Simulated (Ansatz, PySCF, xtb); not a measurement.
Noncovalent pair: HF (SMILES F) (first 2 atoms) with CH2O2 (SMILES O=CO); geometry from B3LYP-D3(BJ)/def2-TZVP, rigid monomers moved along the line of their centres of mass till H2···O3 is 2.28 Å.
(charge 0, multiplicity 1):
```xyz
7

F      0.39017     0.00140     0.46205
H     -0.15532    -0.47250     1.09499
O     -0.77918    -0.76793     3.26807
C     -0.19783    -0.01836     4.02558
O      0.70268     0.88289     3.67749
H     -0.36862    -0.01606     5.10629
H      0.83040     0.85318     2.70274
```

Counterpoise-corrected where a basis set is named; no monomer relaxation. Rows marked so take none.

Rows in 6-31G* carry no dispersion term and start afresh at each structure (6-31G* with six Cartesian d functions).

The values were computed with Ansatz (Gaussian orbitals); PySCF for 6-31G* rows, the dispersion terms; xtb for the GFN methods. Values without a source in brackets are computed.

### Question
One of these levels gives -11.20 kcal/mol for the interaction energy. Which one is it?
A. GFN1-xTB
B. r2SCAN-D4/def2-TZVPPD
C. B3LYP/6-31G* (no counterpoise)

### Answer
C, B3LYP/6-31G* (no counterpoise). The others give -7.06 (GFN1-xTB), -8.24 (r2SCAN-D4/def2-TZVPPD)

Ansatz is a first-principles code.
